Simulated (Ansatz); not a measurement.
Relaxation of GaH4NO (7 atoms, charge 0, multiplicity 1), to a largest force component of 0.03 eV/Å in at most 50 steps.

These are results of Ansatz, RKS PBE-D4/def2-SVP, not measurements.

```xyz
7
Properties=species:S:1:pos:R:3
Ga 0.032 -0.243 0.145
H 0.646 -0.619 1.520
O 1.722 -0.036 -0.395
H 2.249 -0.259 0.387
N -1.454 0.018 -0.837
H -2.402 -0.147 -0.498
H -1.431 0.334 -1.805
```

Task: Where does it end, and by what steps?

Result: It converged. After 7 steps the energy has fallen by 0.689 eV; H2 moved furthest, 0.68 Å.

| step | energy less start (eV) | largest force component (eV/Å) | accepted |
| --- | --- | --- | --- |
| 0 | 0.0000 | 1.677 | yes |
| 1 | -0.3662 | 0.820 | yes |
| 2 | -0.5587 | 0.444 | yes |
| 3 | -0.6353 | 0.461 | yes |
| 4 | -0.6729 | 0.352 | yes |
| 5 | -0.6866 | 0.235 | yes |
| 6 | -0.6879 | 0.141 | yes |
| 7 | -0.6889 | 0.022 | yes |

```xyz
7
Properties=species:S:1:pos:R:3
Ga 0.114 -0.285 0.300
H 0.033 -0.739 1.796
O 1.659 0.028 -0.588
H 2.438 -0.121 -0.024
N -1.331 -0.003 -0.761
H -2.300 -0.122 -0.470
H -1.251 0.291 -1.735
```

Whether the end is a true minimum wasn't checked by a vibrational analysis.

Time of the run: 18 s on 1 thread of Arm Neoverse V1, with other jobs on the host, peak memory 0.12 GiB.
